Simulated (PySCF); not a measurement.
Ag2, SMILES [Ag][Ag], multiplicity 1.

Geometry optimised at PBE0-D3(BJ)/def2-TZVPD. The spin state was assumed, not searched. The def2 effective core potentials stand for the cores of Ag; spin–orbit coupling is left out.

The numbers are results of PBE/def2-TZVPD (PySCF), not measurements.

* **total energy**: -294.03176 hartree
* **point group**: D∞h
* **highest occupied level**: -5.21 eV
* **lowest empty level**: -3.17 eV
* **orbital gap**: 2.05 eV
* **dipole moment**: 0.00 D
* **quadrupole, principal values (traceless, Buckingham form, about the centre of nuclear charge)**: -3.61, -3.61, 7.22 D·Å
* **mean static polarisability**: 86.0 bohr³ (12.74 Å³)
* **polarisability, principal values**: 64.2, 64.2, 129.6 bohr³
